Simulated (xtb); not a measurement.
xtb input (GFN1-xTB):

```bash
xtb mol.xyz --gfn 1 --opt tight --chrg 0 --uhf 0
```
mol.xyz:
```
2

Li    -0.00000000    -0.00000000    -1.71462722
Cl     0.00000000     0.00000000     0.30258127
```

End of the output:

```
         :::::::::::::::::::::::::::::::::::::::::::::::::::::
         ::                     SUMMARY                     ::
         :::::::::::::::::::::::::::::::::::::::::::::::::::::
         :: total energy              -4.656337580545 Eh    ::
         :: gradient norm              0.000000211593 Eh/a0 ::
         :: HOMO-LUMO gap              5.149252683083 eV    ::
         ::.................................................::
         :: SCC energy                -4.669067238403 Eh    ::
         :: -> electrostatic           0.012758885830 Eh    ::
         :: repulsion energy           0.012958120923 Eh    ::
         :: dispersion energy         -0.000228463065 Eh    ::
         :: halogen bond corr.         0.000000000000 Eh    ::
         :: add. restraining           0.000000000000 Eh    ::
         :: total charge              -0.000000000000 e     ::
         :::::::::::::::::::::::::::::::::::::::::::::::::::::

           -------------------------------------------------
          |                Property Printout                |
           -------------------------------------------------

    * Orbital Energies and Occupations

         #    Occupation            Energy/Eh            Energy/eV
      -------------------------------------------------------------
         1        2.0000           -0.8727211             -23.7479
         2        2.0000           -0.4640814             -12.6283
         3        2.0000           -0.4640814             -12.6283
         4        2.0000           -0.4634469             -12.6110 (HOMO)
         5                         -0.2742153              -7.4618 (LUMO)
         6                         -0.1665483              -4.5320
         7                         -0.1665483              -4.5320
         8                         -0.0041759              -0.1136
         9                         -0.0037418              -0.1018
        10                         -0.0037418              -0.1018
        11                          0.0038168               0.1039
        12                          0.0038168               0.1039
        13                          0.0736334               2.0037
      -------------------------------------------------------------
                  HL-Gap            0.1892316 Eh            5.1493 eV
             Fermi-level           -0.3688311 Eh          -10.0364 eV

  Mulliken/CM5 charges         n(s)   n(p)   n(d)
     1Li    0.47069  0.57554   0.148  0.381  0.000
     2Cl   -0.47069 -0.57554   1.893  5.578 -0.001

Wiberg/Mayer (AO) data.
largest (>0.10) Wiberg bond orders for each atom

 ---------------------------------------------------------------------------
     #   Z sym  total        # sym  WBO       # sym  WBO       # sym  WBO
 ---------------------------------------------------------------------------
     1   3 Li   0.979 --     2 Cl   0.979
     2  17 Cl   0.979 --     1 Li   0.979
 ---------------------------------------------------------------------------

Topologies differ in total number of bonds
Writing topology from bond orders to xtbtopo.mol

 dipole moment from electron density (au)
     X       Y       Z
  -0.0000   0.0000  -2.4851  total (Debye):    6.317

           -------------------------------------------------
          |                Geometry Summary                 |
           -------------------------------------------------

      molecular mass/u    :       42.3929742
   center of mass at/Å    :        0.0000000       0.0000000      -0.0493596
  moments of inertia/u·Å² :        0.0000000E+00   0.2212946E+02   0.2212946E+02
rotational constants/cm⁻¹ :             Infinity   0.7617734E+00   0.7617734E+00

 * 1 selected distances

     #   Z          #   Z                                           value/Å
     0   0          0   0                                         0.0000000 (max)

 * 0 distinct bonds (by element types)

   Z      Z             #   av. dist./Å        max./Å        min./Å

optimized geometry written to: xtbopt.xyz

           -------------------------------------------------
          | TOTAL ENERGY               -4.656337580545 Eh   |
          | GRADIENT NORM               0.000000211593 Eh/α |
          | HOMO-LUMO GAP               5.149252683083 eV   |
           -------------------------------------------------
Note: The following floating-point exceptions are signalling: IEEE_DIVIDE_BY_ZERO IEEE_DENORMAL
normal termination of xtb

------------------------------------------------------------------------
------------------------------------------------------------------------
 total:
 SCF:
 ANC optimizer:
```
